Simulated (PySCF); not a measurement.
## Diatomics of La with the chalcogens

CCSD(T) with double-zeta basis sets in PySCF, for the lowest determinant that a PBE0 search found; no spin–orbit coupling. De refers to high-spin ground-configuration atoms.

| M | basis | reference, frozen orbitals | state (unpaired electrons) | Re (Å) | ωe (cm⁻¹) | De (eV) |
| --- | --- | --- | --- | --- | --- | --- |
| O | x2c-SVPall | UHF, 19 | doublet (σ ↑) | 1.875 | 801 | 7.44 |
| Se | x2c-SVPall | UHF, 27 | doublet (σ ↑) | 2.530 | 307 | 4.90 |

Problem. The row for M = S is missing. Estimate Re, ωe and De as the mean of the rows for O and Se, and compare with the calculation.

Solution. The means are 2.202 Å, 554 cm⁻¹ and 6.17 eV. UHF-CCSD(T) in x2c-SVPall gives LaS as a doublet (σ ↑) with Re = 2.392 Å, ωe = 453 cm⁻¹, De = 5.35 eV, so the estimate is off by -18.9 pm, +22 % and +0.82 eV.

Correlated steps freeze the inner cores (19 to 27 orbitals); shallow outer-core shells are correlated. Correlated levels converge slowly with the basis: in double zeta they bind strong bonds too weakly, by up to about 1 eV, and carry superposition errors of some tenths. Spin–orbit coupling is left out, which matters for elements this heavy, above all for dissociation energies. The state is the lowest single determinant that the PBE0 search found; with open d or f shells the true ground state can be another one.
